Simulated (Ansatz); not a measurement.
Basis-set extrapolation for C3H5Al, SMILES `C=[C]1[CH2][AlH]1` (PBE0-D4/def2-TZVP geometry, frozen core, Ansatz 0.2.0). Multiplicity 1, RHF reference.

```
                      def2-TZVPP   def2-QZVPP
                 HF  -358.374600  -358.386679
    MP2 correlation    -0.565055    -0.601323
CCSD(T) correlation    -0.626879      not run
```

Energies in hartree. Use E(X) = E(∞) + A·exp(−7.88·√X) for Hartree–Fock and E(X) = E(∞) + B·X^(−2.97) for correlation, with X = 3 and 4, and add CCSD(T) minus MP2 of the smaller set to the MP2 limit.

Question: What is the CCSD(T) energy at the basis-set limit?

Answer: HF limit: -358.386679 + (-0.012079) × 0.13774 = -358.38834. MP2 limit: -0.601323 + (-0.036268) × 0.74074 = -0.62819. Higher-order term: -0.626879 − (-0.565055) = -0.06182. Total: -359.07835 hartree, 2.09 eV below CCSD(T)/def2-TZVPP.
